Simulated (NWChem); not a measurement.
Molecule: SiIClF2; SMILES F[Si](F)(Cl)I

```xyz
5

F     -1.2632     1.3217     1.2880
Si    -0.3833     0.9598     0.0000
F     -1.2632     1.3217    -1.2880
Cl     1.2775     2.1208     0.0000
I      0.1205    -1.3827     0.0000
```
Atoms are numbered in this order, from 1.

The geometry was optimised at PBE0/def2-SVP. def2 effective core potentials on I; no spin-orbit coupling.

Symmetry labels are those of Cs in the frame above (b1 and b2, or b-type labels, depend on it).

Task: List the 4 lowest vertical singlet excitations from LDA (Slater exchange, VWN5)/def2-SVP with def2 effective core potentials on I, full TDDFT (NWChem).

Result: 
| state | energy (eV) | oscillator strength | symmetry | leading excitation (squared amplitude) |
|---|---|---|---|---|
| S1 | 5.51 | 0.010 | a' | HOMO → LUMO (0.99) |
| S2 | 5.54 | 0.004 | a" | HOMO−1 → LUMO (1.00) |
| S3 | 6.74 | 0.004 | a" | HOMO−2 → LUMO (0.99) |
| S4 | 6.87 | 0.019 | a' | HOMO−3 → LUMO (0.90) |
